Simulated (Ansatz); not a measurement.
`CCO[SiH2]OC` + `[SH][In]([SH])[Cl]` → `CCO[SiH2]Cl` + `C[O][In]([SH])[SH]`  (redistribution)

Isolated molecules relaxed with PBE0-D4/def2-TZVP in Ansatz; ΔE leaves out vibrations. CCSD(T)/CBS is the MP2 limit (def2-TZVPP, def2-QZVPP) plus CCSD(T) − MP2 in def2-TZVPP, frozen cores. Functionals use def2-TZVPP. B3LYP here is the variant with VWN-RPA as its local correlation; programs differ in this. HSE06 is defined as in plane-wave codes. def2 core potentials past Kr. For In outer-core shells are correlated without core-valence functions, which leaves a few kJ/mol of doubt a bond. Each species was taken in one conformer, which may not be the lowest.

```csv
level,ΔE (kJ/mol),difference from CCSD(T)/CBS
LDA (SPW92),89.8,-2.4
PBE-D4,85.5,-6.7
revPBE-D4,84.5,-7.7
BLYP-D4,89.7,-2.5
r2SCAN-D4,93.4,1.2
PBE0-D4,95.7,3.5
B3LYP-D4,98.0,5.8
r2SCANh-D4,96.6,4.4
r2SCAN0-D4,101.2,9.0
HSE06-D4,95.7,3.5
BHLYP-D4,108.6,16.4
CAM-B3LYP-D4,101.0,8.8
ωB97M-V,98.2,6.0
B2PLYP,96.9,4.7
PBE-QIDH,98.8,6.6
PBE,85.7,-6.5
revPBE,84.7,-7.5
BLYP,90.5,-1.7
r2SCAN,93.3,1.1
B3LYP,98.7,6.5
r2SCANh,96.6,4.4
r2SCAN0,101.2,9.0
HSE06,95.9,3.7
CAM-B3LYP,101.2,9.0
LC-ωPBE,94.6,2.4
RPA@PBE/def2-TZVPP,93.1,0.9
HF/def2-SVP,117.8,25.6
MP2/def2-SVP,95.3,3.1
CCSD/def2-SVP,99.1,6.9
CCSD(T)/def2-SVP,96.7,4.5
HF/def2-TZVPP,120.6,28.4
MP2/def2-TZVPP,94.5,2.3
SCS-MP2/def2-TZVPP,96.6,4.4
CCSD/def2-TZVPP,100.0,7.8
CCSD(T)/def2-TZVPP,95.9,3.7
HF/def2-QZVPP,120.4,28.2
MP2/def2-QZVPP,92.3,0.1
SCS-MP2/def2-QZVPP,94.6,2.4
HF/CBS(def2),120.4,28.2
MP2/CBS(def2),90.8,-1.4
CCSD(T)/CBS,92.2,0
```

Largest T1 diagnostic among the species: 0.015.

Leaving LDA and LC-ωPBE aside and taking each functional with its dispersion term where it has one, the values spread over 24.1 kJ/mol, from revPBE-D4 to BHLYP-D4. LDA lies +4.0 kJ/mol from PBE without D4. In def2-TZVPP, CCSD(T) changes the Hartree–Fock value by −24.7 kJ/mol (the triples alone add −4.1 kJ/mol) and MP2 by −26.1 kJ/mol.
